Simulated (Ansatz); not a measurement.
Total energies of CH7AlOSSi (`C[Si](O)([AlH2])S`).

```xyz
12

C     1.295   -0.937    1.166
Si   -0.236   -0.292    0.333
O    -1.261   -1.580    0.196
Al   -0.669    1.944   -0.419
S     0.550    0.262   -1.801
H     1.098   -1.104    2.227
H     1.607   -1.882    0.715
H     2.111   -0.216    1.080
H    -2.181   -1.369    0.024
H    -2.065    2.198   -1.134
H     0.349    3.079    0.013
H    -0.596   -0.104   -2.401
```

Total charge 0; spin multiplicity 1. Geometry: relaxed with PBE0-D4/def2-TZVP. It is one conformer, not always the lowest. Basis def2-TZVPP, the Gaussian-basis code of Ansatz.

RPA on PBE orbitals: Hartree–Fock energy of these orbitals -1045.27697 Eh, correlation -1.37658 Eh (frozen core).

```json
{"functional": "LDA (SPW92)", "energy without D4 (Eh)": "-1043.29160", "D4 term (kJ/mol)": "–"}
{"functional": "PBE", "energy without D4 (Eh)": "-1047.21638", "D4 term (kJ/mol)": "-31.0"}
{"functional": "revPBE", "energy without D4 (Eh)": "-1047.59058", "D4 term (kJ/mol)": "-81.4"}
{"functional": "r2SCAN", "energy without D4 (Eh)": "-1047.67592", "D4 term (kJ/mol)": "-7.5"}
{"functional": "B97M-V", "energy without D4 (Eh)": "-1047.56919", "D4 term (kJ/mol)": "–"}
{"functional": "PBE0", "energy without D4 (Eh)": "-1047.30997", "D4 term (kJ/mol)": "-26.6"}
{"functional": "B3LYP", "energy without D4 (Eh)": "-1047.88069", "D4 term (kJ/mol)": "-50.3"}
{"functional": "r2SCAN0", "energy without D4 (Eh)": "-1047.64800", "D4 term (kJ/mol)": "-9.1"}
{"functional": "CAM-B3LYP", "energy without D4 (Eh)": "-1047.78512", "D4 term (kJ/mol)": "-27.5"}
{"functional": "B2PLYP", "energy without D4 (Eh)": "-1047.35972", "D4 term (kJ/mol)": "–"}
```

Q: Give the same for BLYP, r2SCANh, HSE06 (plane-wave form), BHLYP, LC-ωPBE, ωB97X-V, ωB97M-V, PBE-QIDH. (Best estimate.)

A: Computed: 
```tsv
functional	energy without D4 (Eh)	D4 term (kJ/mol)
BLYP	-1047.76682	-66.1
r2SCANh	-1047.66426	-8.1
HSE06 (plane-wave form)	-1047.28378	-25.1
BHLYP	-1047.74792	-42.6
LC-ωPBE	-1047.46056	–
ωB97X-V	-1047.63323	–
ωB97M-V	-1047.70326	–
PBE-QIDH	-1047.03616	–
```

B3LYP takes the VWN-RPA correlation (the form of Gaussian; ORCA's B3LYP/G). HSE06 is the plane-wave form, built on full-range PBE exchange. The double hybrids freeze the cores in their second-order part.

LC-ωPBE has ω = 0.4 bohr⁻¹.
